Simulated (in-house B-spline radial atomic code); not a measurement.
A fraction x of an electron is removed from 4d in the molybdenum ion Mo⁴⁺, starting from [Kr] 4d2 and keeping the highest spin. Computed with a B-spline radial code for spherical atoms: non-relativistic TPSS, spin-polarised, spherical fractional occupations, point nucleus.

| x | E(x) - E(0) (eV) | 4d up level (eV) |
| --- | --- | --- |
| 0 | 0.0000 | -47.538 |
| 0.11 | 5.3128 | -49.060 |
| 0.17 | 8.2814 | -49.896 |
| 0.32 | 15.9232 | -51.998 |
| 0.45 | 22.8023 | -53.837 |
| 0.5 | 25.5119 | -54.548 |
| 0.55 | 28.2572 | -55.261 |
| 0.64 | 33.2887 | -56.551 |
| 0.79 | 41.9334 | -58.716 |
| 0.94 | 50.9043 | -60.899 |
| 1 | 54.5845 | -61.777 |

The exact functional would give a straight line between the two integer points. Deviations E(x) - E(0) - x[E(1) - E(0)], in eV: -0.691 at x = 0.11, -0.998 at x = 0.17, -1.544 at x = 0.32, -1.761 at x = 0.45, -1.78 at x = 0.5, -1.764 at x = 0.55, -1.645 at x = 0.64, -1.188 at x = 0.79, -0.405 at x = 0.94.

The curve lies below the straight line by up to 1.78 eV (at x = 0.5): convex, the delocalisation error that favours fractional charges.

How well does Slater's transition state (minus the level at half occupation) give the ionisation energy?

It gives 54.548 eV against 54.584 eV from the two total energies; NIST lists 54.42 eV, ground level to ground level.
